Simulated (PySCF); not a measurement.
Method: B3LYP-D3(BJ)/def2-TZVP // BP86-D3(BJ)/def2-SVP (PySCF). Gas-phase values, no solvent. B3LYP has the VWN-RPA correlation part, as in Gaussian. 

Reference species: [Zr(F)4] (neutral, multiplicity 1).

```json
{
  "coordination_number": "4",
  "mean_distance_from_the_central_atom_to_its_bonded_neighbours": "1.908 Å",
  "HOMO": "-11.90 eV",
  "charge on the central atom (Mulliken)": "1.83 e"
}
```

Changed species: [Zr(F)2(H)2] (2 of 4 F replaced by H; the reference has 0 of 4 F replaced by H).

### Question
Predict the effect on the coordination number, mean distance from the central atom to its bonded neighbours, HOMO and charge on the central atom (Mulliken).

### Answer
the coordination number is nearly the same; the mean distance from the central atom to its bonded neighbours falls by 0.029 Å, to 1.879 Å; the HOMO goes up by 3.35 eV, to -8.55 eV; the charge on the central atom (Mulliken) falls by 0.59 e, to 1.24 e.
